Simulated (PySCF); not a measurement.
## [C4H7NOS]+: g tensor and hyperfine couplings

Compound: C4H7NOS (charge +1 and doublet state).
Z-matrix (Å and degrees, GFN2-xTB geometry), rows numbered from 1:
```
C 
N   1  1.3927
C   2  1.2426  1  133.56
C   3  1.5054  2  121.44  1  -178.14
O   4  1.1884  3  123.16  2   173.75
C   4  1.5348  3  112.65  2    -4.03
S   6  1.7979  4  113.22  3  -161.26
H   1  1.0931  2  108.17  3  -126.01
H   1  1.0937  2  108.04  3   119.00
H   1  1.0962  2  114.08  3    -3.15
H   3  1.0951  2  126.04  1     0.68
H   6  1.0901  4  110.10  3   -40.46
H   6  1.0935  4  106.42  3    77.58
H   7  1.3435  6   96.96  4   -63.96
```

The hyperfine couplings belong to this conformer and change with its torsions.

Identity: `SCC(=[O+])/C=N/C` [radical] (charge +1).

The calculation used UKS B3LYP, pcH-1 on C H N O S, non-relativistic, mean-field spin-orbit, GIAO in PySCF 2.14.0. Geometry: GFN2-xTB, one conformer, isolated ion. GFN2-xTB frequencies show an imaginary mode (28i cm⁻¹), so this geometry is no minimum at that level. Couplings are sensitive to structure, and on GFN2-xTB geometries they can be far from those on DFT ones, by a factor of two or more for some ions and for spin on atoms past the first row. No stability test was run, so a lower SCF solution isn't excluded.

* g1, g2, g3: 2.00205, 2.01283, 2.02135
* g_iso: 2.01208
* Form of g: rhombic: the two nearest values differ by 44 % of g3 − g1
* ⟨S²⟩: 0.7539 (exact 0.7500)
* α and β electrons: 31, 30
* HOMO–LUMO gap, α and β orbitals: 4.94, 1.30 eV

Hyperfine couplings atom by atom, in MHz; T1 to T3 are the principal values of the dipolar part; ρ(0) is the spin density at the nucleus:

| atom | isotope | a_iso | of which spin–orbit | T1 | T2 | T3 | Mulliken spin population | ρ(0) (bohr⁻³) |
| --- | --- | --- | --- | --- | --- | --- | --- | --- |
| C1 | 13C | 6.2 | 0.0 | -3.7 | -3.5 | 7.2 | 0.01 | 0.0055 |
| N2 | 14N | 46.6 | 0.1 | -13.3 | -10.6 | 24.0 | 0.27 | 0.1439 |
| C3 | 13C | 37.2 | 0.0 | -9.7 | -0.2 | 9.9 | -0.02 | 0.0331 |
| C4 | 13C | -27.9 | -0.1 | -10.6 | -7.4 | 18.0 | 0.04 | -0.0248 |
| O5 | 17O | -5.4 | -0.1 | -30.4 | 14.9 | 15.5 | 0.10 | 0.0088 |
| C6 | 13C | -6.9 | 0.4 | -9.3 | -7.8 | 17.1 | 0.02 | -0.0065 |
| S7 | 33S | 17.9 | 0.1 | -46.3 | -44.1 | 90.4 | 0.48 | 0.0519 |
| H8 | 1H | 4.8 | 0.0 | -3.2 | -2.2 | 5.4 | 0.00 | 0.0011 |
| H9 | 1H | 10.2 | 0.0 | -3.3 | -2.4 | 5.7 | 0.00 | 0.0023 |
| H10 | 1H | 67.6 | 0.0 | -3.1 | -0.4 | 3.4 | 0.03 | 0.0151 |
| H11 | 1H | 132.3 | 0.0 | -3.7 | -0.3 | 4.0 | 0.06 | 0.0296 |
| H12 | 1H | 5.9 | 0.1 | -4.6 | -0.5 | 5.1 | 0.00 | 0.0013 |
| H13 | 1H | 64.1 | 0.0 | -5.0 | -1.4 | 6.4 | 0.02 | 0.0143 |
| H14 | 1H | -21.3 | 0.1 | -10.5 | 0.0 | 10.5 | -0.01 | -0.0048 |

The Mulliken spin populations are largest on S7 (+0.48), N2 (+0.27), O5 (+0.10) and H11 (+0.06).

The SMILES `C/N=C/C(=[O+])CS` draws the unpaired electron on O5, whose computed spin population is only +0.10.

Axes: g3 points within 10° of the S7–H14 bond.

Under fast tumbling the dipolar parts average out, and these isotropic splittings remain: 1 × 1H (H11, I = 1/2, 2 lines) with 4.70 mT, 1 × 14N (N2, I = 1, 3 lines) with 1.65 mT, 2 × 1H (H12/H13, I = 1/2, 3 lines) with 1.24 mT, 3 × 1H (H8/H9/H10, I = 1/2, 4 lines) with 0.98 mT and 1 × 1H (H14, I = 1/2, 2 lines) with 0.76 mT.

Means are taken over nuclei equivalent by connectivity, which assumes that they swap fast. The three 1H nuclei of mean +27.6 MHz run from 4.8 to 67.6 MHz in the frozen geometry. The 1H value of +35.0 MHz is a mean of couplings from 5.9 to 64.1 MHz in this one geometry, not an average over conformers.

The 13C coupling of C3 (37.2 MHz) shows only in satellite lines or after enrichment, since that isotope makes up about 1.07 % of natural carbon.

The 33S coupling of S7 (17.9 MHz) shows only in satellite lines or after enrichment, since that isotope makes up about 0.76 % of natural sulfur.

Examples of negative spin density at the nucleus (bohr⁻³): C4 (-0.0248), C6 (-0.0065) and H14 (-0.0048).
